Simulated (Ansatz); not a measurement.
`O[SiH](Cl)CF` + `O[SiH](O)O` → `O[SiH](O)O[SiH](O)Cl` + `CF`  (ligand exchange at the Si–C bond)

Gas-phase electronic energies from Ansatz, PBE0-D4/def2-TZVP geometries. CCSD(T)/CBS is the MP2 limit (def2-TZVPP, def2-QZVPP) plus CCSD(T) − MP2 in def2-TZVPP, frozen cores. This one scheme is used for every species. DFT in def2-TZVPP. B3LYP here is the variant with VWN-RPA as its local correlation; programs differ in this. Each species was taken in one conformer, which may not be the lowest.

```tsv
level	ΔE (kJ/mol)	difference from CCSD(T)/CBS
PBE-D4	-137.2	15.8
r2SCAN-D4	-149.9	3.1
PBE0-D4	-145.1	7.9
B3LYP-D4	-154.8	-1.8
ωB97X-V	-148.6	4.4
ωB97M-V	-148.9	4.1
B2PLYP	-152.2	0.8
PBE	-132.7	20.3
r2SCAN	-148.4	4.6
PBE0	-140.8	12.2
B3LYP	-147.7	5.3
HF/def2-TZVPP	-167.8	-14.8
MP2/def2-TZVPP	-155.5	-2.5
SCS-MP2/def2-TZVPP	-156.4	-3.4
CCSD/def2-TZVPP	-154.3	-1.3
CCSD(T)/def2-TZVPP	-152.8	0.2
HF/def2-QZVPP	-170.3	-17.3
MP2/def2-QZVPP	-156.5	-3.5
SCS-MP2/def2-QZVPP	-157.3	-4.3
HF/CBS(def2)	-170.6	-17.6
MP2/CBS(def2)	-155.7	-2.7
CCSD/CBS(def2)	-154.5	-1.5
CCSD(T)/CBS	-153.0	0
```

Largest T1 diagnostic among the species: 0.011.

From PBE to PBE0 (25 % exact exchange), in def2-TZVPP and without D4, ΔE moves by −8.1 kJ/mol. The D4 term adds −7.1 kJ/mol with B3LYP and −4.3 kJ/mol with PBE0; it sums over pairs of atoms, weighted by their polarisabilities, and B3LYP, whose exchange is more repulsive, gets the larger term. In def2-TZVPP, CCSD(T) changes the Hartree–Fock value by +15.0 kJ/mol (the triples alone add +1.6 kJ/mol) and MP2 by +12.3 kJ/mol.
